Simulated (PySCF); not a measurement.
GeF₂, SMILES [F][Ge][F] (connectivity only; charge and spin as stated), neutral, multiplicity 1.

The structure is a stationary point at B3LYP-D3(BJ)/def2-TZVP. The isomer is the one that the SMILES or the coordinates give; other isomers of the formula were not compared.

Level of theory: B3LYP-D3(BJ)/def2-TZVP in PySCF 2.14.0.

Frequencies are harmonic and unscaled.

### Question
Estimate the vibrational spectrum. (Estimate from the structure and the level; the computed values follow.)

### Answer

```tsv
mode	ν (cm⁻¹)	IR (km/mol)	Raman (Å⁴/amu)	depolarisation	moving atoms (share of kinetic energy)
1	253	12.0	0.8	0.58	F 85 %, Ge 15 %
2	649	137.7	5.5	0.75	F 77 %, Ge 23 %
3	675	97.3	6.0	0.29	F 80 %, Ge 20 %
```
